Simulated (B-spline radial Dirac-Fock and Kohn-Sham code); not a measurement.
**Sb⁺: photoemission with 2580 eV photons**

System: antimony as Sb⁺, configuration 1s2 2s2 2p6 3s2 3p6 3d10 4s2 4p6 4d10 5s2 5p2.

Model: Dirac-Hartree-Slater photoionisation with all multipoles and Dirac-Fock thresholds. Program: an atomic code on a B-spline grid. The asymmetry parameter β is from the dipole term alone. Kinetic energies are from the vacuum level. Open shells are spread statistically over j, without multiplet splitting.

The last column is dσ/dΩ = σ/(4π) · [1 − (β/2) P₂(cos θ)] at θ = 0° from the beam of unpolarised light.

```
subshell  electrons  binding (eV)  kinetic (eV)  σ (kb)     β  dσ/dΩ (kb/sr)
      3s          2         965.8        1614.2    19.6  1.99            ≈ 0
   3p1/2          2         833.5        1746.5    24.9  1.61          0.389
   3p3/2          4         786.6        1793.4    48.0  1.65          0.673
   3d3/2          4         555.3        2024.7    29.9  1.22          0.927
   3d5/2          6         546.0        2034.0    42.6  1.19           1.38
      4s          2         179.9        2400.1    4.34  1.99            ≈ 0
   4p1/2          2         133.4        2446.6    4.59  1.64         0.0651
   4p3/2          4         124.8        2455.2    8.68  1.69          0.109
   4d3/2          4         49.90        2530.1    3.80  1.23          0.116
   4d5/2          6         48.67        2531.3    5.38  1.19          0.174
      5s          2         23.97        2556.0   0.570  1.99            ≈ 0
   5p1/2       0.67         15.88        2564.1   0.141  1.65        0.00199
   5p3/2       1.33         15.16        2564.8   0.258  1.69        0.00319
```

Branching ratios of the spin-orbit partners (statistical value in brackets): 3p 1.93 (2.00), 3d 1.43 (1.50), 4p 1.89 (2.00), 4d 1.42 (1.50), 5p 1.83 (2.00).

Run: 6.9 s of CPU time on 1 thread of Neoverse-V1 (shared host), peak memory 0.39 GiB.

Values without a named source are computed, but for edge energies of neutral atoms, which are taken from tables.
